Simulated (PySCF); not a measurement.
Part of a log for `O=C=[Se]`: ground state, then the species with a core hole.

Computed, not measured: PySCF 2.14.0, delta-SCF UKS SCAN, pcX-2 on the ionised atom, pcseg-1 elsewhere, spin-free X2C. Atoms in this output count from 0. The cycles run on a coarse integration grid; for E(ground) and E(ion) the exchange–correlation energy is redone on a finer one, so they differ from the last cycle, and only they enter the binding energy.

Coordinates (Å, GFN2-xTB):
```
O     -1.142106     0.768361    -0.006480
C     -0.143980     0.188518    -0.004463
Se     1.297567    -0.649011    -0.001611
```

```
ground state, core basis on atom 1 (C), 86 functions
  cycle   1  E = -2536.80408932  |g| = 1.09e-01
  cycle   2  E = -2536.78992053  |g| = 2.66e-01
  cycle   3  E = -2536.80530617  |g| = 3.95e-02
  cycle   4  E = -2536.80538667  |g| = 3.71e-02
  cycle   5  E = -2536.80580016  |g| = 2.30e-03
  cycle   6  E = -2536.80580319  |g| = 1.94e-04
  E(ground) = -2536.81900458 Eh
hole in C 1s of atom 1
  cycle   1  E = -2525.40288980  |g| = 1.51e+00
  cycle   2  E = -2522.90501521  |g| = 2.40e+00
  cycle   3  E = -2524.58460182  |g| = 1.49e+00
  cycle   4  E = -2525.75992730  |g| = 7.18e-01
  ...
  cycle  10  E = -2525.96609491  |g| = 3.85e-03
  cycle  11  E = -2525.96610562  |g| = 1.49e-03
  cycle  12  E = -2525.96610890  |g| = 2.32e-04
  E(ion) = -2525.97903621 Eh   <S^2> = 0.8164   hole on atom = 1.000
```

What is the C 1s binding energy of atom 1?

(-2525.979036 − (-2536.819005)) Eh × 27.2114 eV/Eh = 294.97 eV, for the central carbon of cumulated double bonds.

```
ground state, core basis on atom 0 (O), 86 functions
  cycle   1  E = -2536.75438445  |g| = 6.47e-01
  cycle   2  E = -2536.18253684  |g| = 1.84e+00
  cycle   3  E = -2536.79480855  |g| = 3.19e-01
  cycle   4  E = -2536.81950760  |g| = 1.60e-01
  cycle   5  E = -2536.82740134  |g| = 1.94e-02
  cycle   6  E = -2536.82748887  |g| = 4.93e-03
  cycle   7  E = -2536.82749605  |g| = 1.71e-03
  cycle   8  E = -2536.82749630  |g| = 1.28e-04
  E(ground) = -2536.83686919 Eh
hole in O 1s of atom 0
  cycle   1  E = -2516.13758598  |g| = 2.23e+00
  cycle   2  E = -2514.34897325  |g| = 2.60e+00
  cycle   3  E = -2516.09096657  |g| = 1.08e+00
  cycle   4  E = -2516.45378266  |g| = 9.30e-01
  ...
  cycle   8  E = -2516.97453692  |g| = 2.84e-03
  cycle   9  E = -2516.97454202  |g| = 1.15e-03
  cycle  10  E = -2516.97454551  |g| = 4.87e-04
  E(ion) = -2516.98621828 Eh   <S^2> = 0.7696   hole on atom = 1.000
```

What is the O 1s binding energy of atom 0?

(-2516.986218 − (-2536.836869)) Eh × 27.2114 eV/Eh = 540.16 eV, for the oxygen bonded to C.

The ground state is recomputed for each atom, because the flexible core basis sits on the ionised atom alone; energies of different blocks can't be mixed. Isolated species at its GFN2-xTB geometry, gas phase.
Labels such as C1 count atoms from 1, the log's own numbers from 0.
